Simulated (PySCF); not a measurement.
## How methods differ on the excitation energy of Te

Te [Kr] 4d10 5s2 5p4 (3P) → Te [Kr] 4d10 5s1 5p5 (3P), as a difference of total energies. All numbers are calculated (PySCF 2.14, scalar relativity by spin-free X2C-1e, in x2c-TZVPPall). Correlated levels: valence: [Kr] 4d10 frozen; valence and next inner shell: [Ar] 3d10 frozen. The calculations carry no spin-orbit coupling.

```
                                method  excitation energy (eV)
                                   UHF                  10.019
                                   LDA                   9.241
                                   PBE                   9.144
                                  PBE0                   9.393
                                r2SCAN                   9.230
                                  MN15                   9.323
                                  BP86                   9.156
                               wB97M-V                   9.530
                                 B97-3                   9.341
                                  ROHF                  10.065
                         MP2 (valence)                   9.237
                     SCS-MP2 (valence)                   9.131
    MP2 (valence and next inner shell)                   9.272
SCS-MP2 (valence and next inner shell)                   9.152
```

Problem. How much does correlation contribute at MP2 (valence and next inner shell)?

Solution. 9.272 − (10.019) = -0.747 eV, measured against UHF.

A first-order spin-orbit estimate (lowest level to lowest level, LS coupling) adds -0.024 eV.

The upper state lies above the first ionisation limit, where it may autoionise and the basis confines it.
